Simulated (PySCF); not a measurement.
## Cost of excited-state runs on `C[C@@H](Cl)CC(=O)O`, C4H7ClO2

Molfile (atoms numbered from 1):
```
C4H7ClO2
     RDKit          3D

 14 13  0  0  0  0  0  0  0  0999 V2000
   -1.6604    0.5585    0.4725 C   0  0  0  0  0  0  0  0  0  0  0  0
   -0.7730   -0.6364    0.7628 C   0  0  1  0  0  0  0  0  0  0  0  0
   -1.6906   -2.1477    0.4421 Cl  0  0  0  0  0  0  0  0  0  0  0  0
    0.4884   -0.6592   -0.0919 C   0  0  0  0  0  0  0  0  0  0  0  0
    1.4683    0.4207    0.3024 C   0  0  0  0  0  0  0  0  0  0  0  0
    1.3477    1.1909    1.2149 O   0  0  0  0  0  0  0  0  0  0  0  0
    2.5351    0.4172   -0.5041 O   0  0  0  0  0  0  0  0  0  0  0  0
   -1.9432    0.5816   -0.5774 H   0  0  0  0  0  0  0  0  0  0  0  0
   -1.1173    1.4678    0.7184 H   0  0  0  0  0  0  0  0  0  0  0  0
   -2.5640    0.5182    1.0752 H   0  0  0  0  0  0  0  0  0  0  0  0
   -0.5061   -0.6634    1.8221 H   0  0  0  0  0  0  0  0  0  0  0  0
    0.2449   -0.5354   -1.1493 H   0  0  0  0  0  0  0  0  0  0  0  0
    1.0025   -1.6182    0.0098 H   0  0  0  0  0  0  0  0  0  0  0  0
    3.1668    1.1049   -0.2396 H   0  0  0  0  0  0  0  0  0  0  0  0
  1  2  1  0
  2  3  1  0
  2  4  1  0
  4  5  1  0
  5  6  2  0
  5  7  1  0
  1  8  1  0
  1  9  1  0
  1 10  1  0
  2 11  1  1
  4 12  1  0
  4 13  1  0
  7 14  1  0
M  END
```

PySCF with density fitting, on 1 thread of an Arm Neoverse V1, shared host. Command: `OMP_NUM_THREADS=1 python excited_run.py task.json out`

Problem. How long does this run take, and how much memory?
- magnetisability and related constants, CAM-B3LYP/pcSseg-1; isotopologues; writes grids

Solution. 
```csv
run,level,basis functions,wall time,peak memory (GiB)
magnetisability and related constants,CAM-B3LYP/pcSseg-1,161,37 s,0.77
```
Times from a shared host are rough.
